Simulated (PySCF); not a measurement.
# Ionisation energy along the 19-electron series

Calculated with PySCF 2.14 and a two-component X2C-1e Hamiltonian (Gaussian nucleus, no Breit or QED terms), each ion in its own even-tempered basis scaled to its charge; GMP2 freezes [Ne] and drops the highest virtual spinors. Values in eV. NIST values: (m) measured, (s) semi-empirical, (t) theoretical.

```tsv
ion	configuration	GHF (spin-free)	GMP2 (spin-free)	GHF (screened spin-orbit)	GMP2 (screened spin-orbit)	NIST
Cd²⁹⁺	[Ar] 3d1	1629.5	1629.3	1635.1	1634.9	1635 ± 4 (t)
In³⁰⁺	[Ar] 3d1	1732.0	1731.8	1738.2	1738.0	1738 ± 4 (t)
Sn³¹⁺	[Ar] 3d1	1837.6	1837.3	1844.4	1844.2	1844 ± 4 (t)
```

Between Z = 48 and Z = 50 the GMP2 (screened spin-orbit) value grows as Z to the power 2.95.
